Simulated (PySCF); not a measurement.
C5H8NO2 (doublet state).
Z-matrix (Å and degrees, GFN2-xTB geometry), rows numbered from 1:
```
C 
O   1  1.4105
C   2  1.3851  1  113.81
C   3  1.4443  2  120.85  1   168.33
C   4  1.4748  3   64.13  2  -110.82
C   5  1.4982  3  114.33  4   112.31
N   6  1.3570  5  113.78  3   163.86
O   6  1.2103  5  123.88  3   -14.02
H   1  1.0881  2  106.28  3   178.08
H   1  1.0954  2  111.17  3    59.02
H   1  1.0957  2  111.35  3   -62.57
H   3  1.0919  2  114.66  1   -40.68
H   4  1.0694  3  129.83  5   118.22
H   5  1.0871  3  121.31  4  -104.66
H   7  1.0039  6  122.09  5    10.24
H   7  1.0070  6  118.00  5   176.00
```

The hyperfine couplings belong to this conformer and change with its torsions.

As a line formula: `CO[C@@H]1[CH][C@H]1C(N)=O` [radical].

Computed with UKS B3LYP, pcH-1 on C H N O, non-relativistic, mean-field spin-orbit, GIAO (PySCF 2.14.0). Geometry: GFN2-xTB, one conformer, isolated molecule. Couplings are sensitive to structure, and on GFN2-xTB geometries they can be far from those on DFT ones. No stability test was run, so a lower SCF solution isn't excluded.

Principal values of hyperfine tensors in MHz (contact and dipolar terms together), for some of the nuclei:

| atom | isotope | A1 | A2 | A3 |
| --- | --- | --- | --- | --- |
| C4 | 13C | 224.98 | 227.68 | 438.60 |
| H12 | 1H | 72.04 | 76.49 | 89.25 |
| C6 | 13C | 41.32 | 41.92 | 54.90 |
| O2 | 17O | -32.50 | -22.83 | -20.76 |
| H13 | 1H | -51.91 | -23.79 | 17.02 |
| C5 | 13C | -25.90 | -21.01 | -5.71 |
| C1 | 13C | 1.81 | 1.98 | 4.80 |
| N7 | 14N | 1.81 | 2.00 | 3.83 |

Give the isotropic coupling of each nucleus in MHz and in mT (g = 2.0026), and the anisotropic part.

a_iso = (A1 + A2 + A3)/3, Ti = Ai − a_iso; 1 mT corresponds to 28.029 MHz.

| atom | a_iso (MHz) | a_iso (mT) | T1 | T2 | T3 |
| --- | --- | --- | --- | --- | --- |
| C4 | 297.09 | 10.599 | -72.11 | -69.41 | 141.52 |
| H12 | 79.26 | 2.828 | -7.22 | -2.77 | 9.99 |
| C6 | 46.05 | 1.643 | -4.72 | -4.13 | 8.86 |
| O2 | -25.36 | -0.905 | -7.14 | 2.53 | 4.60 |
| H13 | -19.56 | -0.698 | -32.35 | -4.23 | 36.58 |
| C5 | -17.54 | -0.626 | -8.36 | -3.47 | 11.83 |
| C1 | 2.86 | 0.102 | -1.05 | -0.88 | 1.94 |
| N7 | 2.55 | 0.091 | -0.73 | -0.55 | 1.29 |

What spin density at the nucleus of H12 lies behind its contact coupling (g_N = 5.58569)?

a_FC = (2μ0/3) gₑ μB g_N μN ρ(0)/(2S·h) = 800.24 MHz × g_N × ρ(0)/(2S), with ρ in bohr⁻³. With a_FC = 79.26 MHz and 2S = 1, ρ(0) = 0.01773 bohr⁻³. In magnitude that is 5.6 % of the 1/π = 0.318 of a free hydrogen atom.

H14 (1H, g_N = 5.58569) isn't in the table. Its spin density at the nucleus is 0.01063 bohr⁻³. What is its contact coupling?

By the same relation, a_FC = 47.5 MHz. Its full tensor has the principal values 40.73, 46.05, 55.74 MHz.

Name the largest traceless tensor T of the table and describe it.

C4: -72.1, -69.4, 141.5 MHz, axial, in the ratio −1:−1:+2, the form that spin in one p orbital centred on that nucleus gives.

What first-order splitting does C4 cause when the field lies along A1, A2 or A3 of its tensor (g taken as isotropic, no quadrupole term)?

2 lines (I = 1/2), spaced by |A_i|/(g × 13.996): 8.03, 8.12, 15.65 mT along the axes of A1, A2 and A3.
